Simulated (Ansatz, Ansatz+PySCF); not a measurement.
| atom | x (Å) | y (Å) | z (Å) |
| --- | --- | --- | --- |
| C | 0.0000 | 0.0000 | -0.6043 |
| C | 0.0000 | 0.0000 | 1.2085 |
| H | 0.0000 | 0.0000 | -1.6792 |
| H | 0.0000 | 0.0000 | 2.2835 |

Basis set: STO-3G (spherical functions). Frozen core: 2 orbitals. Charge 0, multiplicity 1.

Computed with Ansatz (development build ahead of 0.2.0); each method stands on the lowest determinant of its kind that the runs found. Restricted open shells among the atoms or ions are ROHF, correlated in semicanonical orbitals with singles.

**Question.** Give the atomization energy at this shape (free ground-state atoms in the same class of orbitals less the molecule, no zero-point energy) of singlet C₂H₂ by UHF-CCSDT(Q), UHF-CCSD(T), UHF-MP2, UHF, RHF-MP2, RHF.

**Answer.**

```json
{"method": "UHF-CCSDT(Q)", "atomization energy": "10.80 eV"}
{"method": "UHF-CCSD(T)", "atomization energy": "10.65 eV"}
{"method": "UHF-MP2", "atomization energy": "9.86 eV"}
{"method": "UHF", "atomization energy": "9.34 eV"}
{"method": "RHF-MP2", "atomization energy": "5.39 eV"}
{"method": "RHF", "atomization energy": "2.84 eV"}
```

Caution: the determinant breaks the point group. Caution for UHF-CCSDT(Q), UHF-CCSD(T), UHF-MP2: large amplitudes, a single reference is doubtful. Caution for UHF-CCSDT(Q), UHF-CCSD(T), UHF-MP2, UHF: the unrestricted determinant is a mixture of spin states. Caution for UHF-CCSD(T): the program doubts this total. Caution for UHF-MP2, RHF-MP2: another reference gives a lower total. Caution for RHF-MP2, RHF: an unrestricted determinant lies well below.

This basis has no polarisation functions and is too small for such energies, which can lie far from measured ones in either direction.
